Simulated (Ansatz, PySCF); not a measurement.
Spin gap between two states, R1 and P1; the higher of the two is an excited state, each structure at its B3LYP-D3(BJ)/def2-TZVP stationary point, reached from a drawn start (curvature not checked).
R1, H2Sn (SMILES [SnH2]) (charge 0, multiplicity 1, Z-matrix in Å and degrees):
```
Sn
H 1 1.7806
H 1 1.7806 2 90.55
```
P1, H2Sn (SMILES [SnH2]) (charge 0, multiplicity 3):
```xyz
3

Sn     0.0000     0.0000    -0.5842
H      1.4885     0.0000     0.2922
H     -1.4885     0.0000     0.2922
```

P less R. No zero-point or thermal terms; singlets are restricted closed shells; open shells are unrestricted; no spin–orbit coupling.

Frozen-core correlation throughout. In cc and def2 sets filled d and f shells under p-block atoms count as core. CBS(a, b) extrapolates the correlation energy as X⁻³ and adds the Hartree–Fock energy of set b.

The values were computed with Ansatz (a program for electronic structure) with Gaussian orbitals; PySCF for the D3/D4 terms. No computed number here is a measurement. Elements past Kr take the def2 small-core potentials, without spin–orbit coupling.

```tsv
level	spin gap (eV)
B97M-V/def2-TZVPP	1.359
CAM-B3LYP-D4/def2-TZVPP	1.246
wB97X-V/def2-TZVPP	1.307
B2PLYP-D4/def2-TZVPP	1.219
MP2/def2-QZVPP	1.024
CCSD/def2-TZVPP	1.094
CCSD/def2-QZVPP	…
CCSD(T)/def2-SVP	…
CCSD(T)/CBS(def2-TZVPP, def2-QZVPP)	…
```

Question: Complete the blanks.

Answer: 
- CCSD/def2-QZVPP, spin gap (eV): 1.108
- CCSD(T)/def2-SVP, spin gap (eV): 1.045
- CCSD(T)/CBS(def2-TZVPP, def2-QZVPP), spin gap (eV): 1.121
